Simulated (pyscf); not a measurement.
Thermochemistry of product channels of `[F][GeH]` [singlet] + `[GeH2]` [singlet] on the singlet surface, in kcal/mol, from CCSD(T)/def2-TZVPP + ΔMP2(QZVPP) energies (ideal gas, 1 atm, RRHO with modes under 100 cm⁻¹ raised to 100, one conformer, R ln 2 for chiral ones without a mode under 150 cm⁻¹). Structures and frequencies: ωB97X-D3(BJ)/def2-SVP in PySCF. MP2 and CC: frozen core, UHF for open shells. ΔMP2 is the change of the MP2 total energy from the triple- to the quadruple-zeta basis.

```tsv
products	ΔE	ΔH(298 K)	ΔG(298 K)	ΔG(1200 K)
`[F][GeH2][GeH]` [singlet]	___	-34.3	-23.9	___
`[F][GeH]=[GeH2]`	-38.1	-35.5	-25.0	+4.7
```

Q: What belongs in the gaps?

A: 
- `[F][GeH2][GeH]` [singlet], ΔE: -36.9
- `[F][GeH2][GeH]` [singlet], ΔG(1200 K): +5.7

The channel to F–GeH₂–GeH: [singlet] turns unfavourable between 298 and 1200 K (ΔG from -23.9 kcal/mol to +5.7 kcal/mol). The channel to F–GeH=GeH₂ turns unfavourable between 298 and 1200 K (ΔG from -25.0 kcal/mol to +4.7 kcal/mol).

These are energies of the channels, which say nothing of barriers. F–GeH=GeH₂ may be a fragile minimum: a first optimisation, from another start, lost the drawn bonds. The CCSD(T) − MP2 part came from Ansatz, without density fitting, on the same reference. The frozen core leaves the outer d or s,p core shells of the metals and heavy elements correlated in the MP2 and CC values, and def2-TZVPP describes them poorly, which can shift differences by a few kcal/mol. Elements up to Kr have no core potential and no relativistic terms here.
